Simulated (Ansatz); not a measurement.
Coupled-cluster run, `O[SiH](O)N[SiH2]F`.

```yaml
crystal:
  periodic: [false, false, false]
  atoms:
    - {symbol: O, position_ang: [1.809080, -1.126429, -1.369166]}
    - {symbol: Si, position_ang: [1.116806, 0.179537, -0.667741]}
    - {symbol: O, position_ang: [1.575684, 0.499233, 0.869800]}
    - {symbol: N, position_ang: [-0.597531, -0.033233, -0.620013]}
    - {symbol: Si, position_ang: [-1.616197, 0.379780, 0.686224]}
    - {symbol: F, position_ang: [-1.226645, -0.499511, 1.976945]}
    - {symbol: H, position_ang: [1.601640, -1.995559, -1.022583]}
    - {symbol: H, position_ang: [1.577056, 1.319189, -1.475106]}
    - {symbol: H, position_ang: [1.246669, -0.055730, 1.580343]}
    - {symbol: H, position_ang: [-1.026713, -0.510894, -1.399030]}
    - {symbol: H, position_ang: [-1.443868, 1.782705, 1.115999]}
    - {symbol: H, position_ang: [-3.015980, 0.060902, 0.324329]}
basis:
  gaussian: {orbitals: def2-TZVPP}
correlation: {method: ccsd_t}
```

```sh
$ ansatz run in.yaml --threads 2 --pin off --events-out ev --progress --plain --max-ram 32768MiB --backend cuda --devices 0, --max-vram 18GiB
```

The program prints (abridged):

```
Functional definition: HF
1754 factors; integrals over basis functions are off by at most 1.3e-3 eV
mean field evaluation 1: about -24085.8537 eV, gradient 6.0e1 eV
mean field evaluation 2: about -24086.1614 eV, gradient 6.0e1 eV
mean field evaluation 4: about -24092.6411 eV, gradient 3.7e0 eV
mean field evaluation 8: about -24092.7149 eV, gradient 2.9e-1 eV
mean field -24092.71511856 eV, -885.3909499781 hartree, gradient 2.3e-6 eV, S^2 0.000000; 0 other end points of the search recorded, 0 dependent functions left out
14 core orbitals not correlated: weight in the atoms' cores, before any rotation towards them, 1.000 or more for the frozen orbitals, at most 0.000 for the correlated occupied ones
reference -24092.71511856 eV, -885.3909499781 hartree; 19, 19 occupied and 259, 259 virtual orbitals, 1754 factors
second order -32.10581217 eV of doubles, -0.00000000 eV of singles
cycle   1  -32.13430315 eV  change   -2.8e-2 eV  update   1.1e-1
cycle   2  -32.82777105 eV  change   -6.9e-1 eV  update   3.2e-2
cycle   3  -32.98687696 eV  change   -1.6e-1 eV  update   1.6e-2
cycle   4  -32.96676546 eV  change    2.0e-2 eV  update   3.4e-3
cycle   5  -32.96496156 eV  change    1.8e-3 eV  update   1.6e-3
cycle   6  -32.96607840 eV  change   -1.1e-3 eV  update   4.7e-4
cycle   7  -32.96583039 eV  change    2.5e-4 eV  update   1.7e-4
cycle   8  -32.96571789 eV  change    1.1e-4 eV  update   5.2e-5
cycle   9  -32.96572757 eV  change   -9.7e-6 eV  update   2.0e-5
perturbative correction -1.12169950 eV, -0.0412216964 hartree
Total energy: -24126.80254563 eV, -886.6436398178 hartree
```

Run time 13 s (2 threads of an AMD EPYC 7R13 on a shared host and a share of an NVIDIA H100 80 GB); peak host memory 0.85 GiB.

Correlation energy per correlated electron: -0.897 eV. T1 diagnostic: 0.0116.
